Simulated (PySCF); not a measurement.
Two species compared at the same levels of theory.

First species: C8H10Ge.
SMILES with atom numbers: `[CH2:1]=[CH:2][GeH2:3][c:4]1[cH:5][cH:6][cH:7][cH:8][cH:9]1` (hydrogens: H10, H11 on C1; H12 on C2; H13, H14 on Ge3; H15 on C5; H16 on C6; H17 on C7; H18 on C8; H19 on C9)

Second species: C5H7BOS.
Cartesian coordinates in Å at the PBE0-D3(BJ)/def2-SVP level; atoms count from 1:
```
atom  x, y, z in Å
C1     2.5044    0.3747   -0.9696
O2     2.0684   -0.9482   -0.8007
B3     0.8541   -1.3127   -0.3417
C4    -0.3021   -0.3817    0.1013
C5    -1.5058   -0.8493    0.6044
C6    -2.4238    0.1681    0.9588
C7    -1.9163    1.4234    0.7211
S8    -0.3362    1.3544    0.0768
H9     3.5416    0.3533   -1.3322
H10    2.4778    0.9356   -0.0202
H11    1.8881    0.9122   -1.7102
H12    0.6630   -2.5072   -0.2691
H13   -1.7065   -1.9171    0.7087
H14   -3.4178   -0.0107    1.3707
H15   -2.4005    2.3844    0.8947
```

Levels: B3LYP/def2-SVPD for dipole moment, HOMO energy, LUMO energy, HOMO–LUMO gap, static isotropic polarisability and electronic spatial extent ⟨r²⟩ about the centre of nuclear charge; TDDFT B3LYP/def2-SVPD for lowest singlet excitation; TDA B3LYP/def2-SVPD for lowest triplet excitation (Tamm–Dancoff); ΔSCF B3LYP/def2-SVPD for vertical ionisation energy; PBE0-D3(BJ)/def2-SVP for rotational constant A and rotational constant C. Geometries: PBE0-D3(BJ)/def2-SVP. Each structure is a single optimised conformer of the isolated species, non-relativistic unless stated; the electronic structure was computed with PySCF and density fitting.

The conformers computed, where there is a choice (atom-mapped SMILES and torsion angles):
- `[CH2:1]=[CH:2][GeH2:3][c:4]1[cH:5][cH:6][cH:7][cH:8][cH:9]1`: C1–C2–Ge3–C4 0°, C2–Ge3–C4–C5 83°
- `[CH3:1][O:2][BH:3][c:4]1[cH:5][cH:6][cH:7][s:8]1`: C1–O2–B3–C4 0°, O2–B3–C4–C5 -178°

Question: Which of the two has the higher LUMO energy, and by how much?

Answer: The first: -0.79 eV against -1.57 eV, a difference of 0.78 eV.

Question: Which of the two has the higher ⟨r²⟩, and by how much?

Answer: The first: 1819 bohr² against 1194 bohr², a difference of 625 bohr².

Question: Which has the higher T1 energy?

Answer: The first: 4.10 eV against 3.46 eV, a difference of 0.64 eV.

Question: Which of the two has the higher HOMO energy, and by how much?

Answer: The second: -6.96 eV against -7.14 eV, a difference of 0.18 eV.

Question: Which has the higher dipole moment?

Answer: The second: 1.98 D against 0.77 D, a difference of 1.21 D.

Question: Which has the higher S1 energy?

Answer: The first: 5.29 eV against 5.05 eV, a difference of 0.24 eV.

Question: Which of the two has the higher rotational constant A, and by how much?

Answer: The second: 3.998 GHz against 2.304 GHz, a difference of 1.694 GHz.

Question: Which of the two has the higher static isotropic polarisability, and by how much?

Answer: The first: 123.3 au against 95.9 au, a difference of 27.4 au.

On the first: The vertical singlet–triplet gap S1 − T1 is 1.19 eV (TDDFT singlet less Tamm–Dancoff triplet; S1: HOMO−1→LUMO, weight 0.53, beside HOMO→LUMO+1, weight 0.44; T1: HOMO→LUMO, weight 0.57, beside HOMO−1→LUMO+1, weight 0.35). In wavenumbers S1 is 42700 cm⁻¹ (1 eV = 8065.54 cm⁻¹). The calculation is non-relativistic and has no spin–orbit coupling, an omission that weighs most on germanium.

On the second: No computed singlet falls in the visible range (750 to 380 nm, 1.65 to 3.26 eV); S1 lies 1.79 eV above its blue end. The ΔSCF ionisation energy exceeds −ε(HOMO) by 2.01 eV with B3LYP.
